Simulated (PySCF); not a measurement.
**N (nitrogen, neutral) across methods**

[He] 2s1 2p4, high-spin 4P determinant (an excited configuration). Computed with PySCF 2.14 in aug-cc-pwCVQZ (9s8p6d4f2g, 109 functions), with no relativity, point nucleus.

```tsv
method	E (hartree)	mean ε 2s α (eV)	mean ε 2p α (eV)	mean ε 2p β (eV)	Σ⟨r²⟩ (bohr²)	⟨S²⟩
UHF	-54.00428	-33.240	-16.961	-8.205	13.58	3.808
PBE0	-54.1558	-23.838	-11.000	-6.405	13.33	3.765
LDA	-53.7482	-20.496	-9.154	-5.152	13.64	3.765
r2SCAN	-54.2044	-22.331	-9.699	-5.328	13.35	3.771
M06-L	-54.2064	-22.296	-9.287	-5.167	12.97	3.766
B97-3	-54.1842	-23.884	-10.977	-6.410	13.27	3.766
LC-wPBE	-54.1802	-26.590	-13.923	-9.511	13.24	3.760
PBE	-54.1539	-20.697	-9.011	-5.282	13.52	3.761
```
